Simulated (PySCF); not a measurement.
hydrogen bromide (BrH), SMILES Br. Geometry: PBE-D3(BJ)/def2-TZVPD.

Give the equilibrium geometry at PBE-D3(BJ)/def2-TZVPD (PySCF confirms it by a frequency run) as Cartesian coordinates in Å, and its point group. (Estimate from the structure and the level; the computed values follow.)

point group C∞v.
```xyz
2

Br     0.0000     0.0000    -0.0398
H      0.0000     0.0000     1.3930
```
